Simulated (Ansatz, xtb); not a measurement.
## Ranking isomers of C4H8FNO2

5 gas-phase structures of C4H8FNO2, from a drawn sample of its isomers (lower ones may exist). Each was relaxed with GFN2-xTB; where two conformers were screened, the lower at r2SCAN-D4/def2-SVP is listed:

A. `C/N=C(/O)[C@@H](F)OC`, a singlet
B. `CN/C(O)=C(\F)OC`, a singlet
C. `C/N=C(\O)[C@@H](F)OC`, a singlet
D. `CNC(=O)[C@@H](F)OC`, a singlet
E. `CN/C(O)=C(/F)OC`, a singlet

Task: Estimate their order in r2SCAN-D4/def2-SVP energy at these geometries, lowest first.

Result: Calculated order at r2SCAN-D4/def2-SVP: D (0.0), A (77.6), C (96.4), B (142.4), E (143.2) kJ/mol. Less than 1 kcal/mol parts B and E, so the order within that pair means little.

Energies above the lowest of each column, in kJ/mol; the last columns are at B3LYP-D3(BJ)/def2-SVP geometries and were run for some of them only (a dash: not run or not comparable):

```
structure  GFN2-xTB  HF/STO-3G  r2SCAN-D4/def2-SVP  B3LYP-D3(BJ)/def2-SVP  CCSD(T)/def2-SVP + ΔMP2/def2-TZVPP
        D       0.0        0.0                 0.0                    0.0                                 0.0
        A      43.6       30.9                77.6                   76.3                                65.1
        C      59.9       49.1                96.4                   94.8                                78.6
        B      83.0       76.4               142.4                      –                                   –
        E      83.7       79.0               143.2                      –                                   –
```

Every level run on D puts it lowest or level with the lowest. Flexible structures stand in one conformer each, not always the lowest. Frequencies (GFN2-xTB) were run for A, C alone. ΔMP2 is the change of the MP2 energy from the smaller to the larger basis.

Over these structures GFN2-xTB departs from r2SCAN-D4/def2-SVP by 17.2 kJ/mol on average once a common shift is removed. A GFN2-xTB relaxation took about 0.74 s and the r2SCAN-D4/def2-SVP energy about 7.2 s on a shared host (Ansatz 0.2.0, xtb 6.7.1).
